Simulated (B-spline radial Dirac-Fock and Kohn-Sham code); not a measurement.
# The M5 (3d5/2) hole of europium ions: width and yield against charge

These are calculated numbers from a radial finite-basis atomic code; the model is a relativistic independent-particle model: LDA orbitals of the hole state, radiative multipoles to third order, Auger rates from the Coulomb interaction with a continuum orbital, Dirac-Fock energies. Tabulated ground configurations, configuration averages; single configurations, so decays that open only by mixing (as 1s 2s² with 1s 2p² in Be-like ions) are missing and such tiny yields are far too low.

```
 ion          configuration  radiative (eV)  non-radiative (eV)    yield
  Eu           [Xe] 4f7 6s2         0.00583               0.978  0.00592
 Eu⁺           [Xe] 4f7 6s1         0.00584               0.978  0.00593
Eu²⁺               [Xe] 4f7         0.00586               0.979  0.00595
Eu³⁺               [Xe] 4f6         0.00549               0.975  0.00560
Eu⁴⁺               [Xe] 4f5         0.00500               0.969  0.00514
Eu⁵⁺  [Kr] 4d10 4f5 5s2 5p5         0.00506               0.969  0.00519
Eu⁶⁺  [Kr] 4d10 4f5 5s2 5p4         0.00511               0.970  0.00525
Eu⁷⁺  [Kr] 4d10 4f5 5s2 5p3         0.00517               0.971  0.00530
```
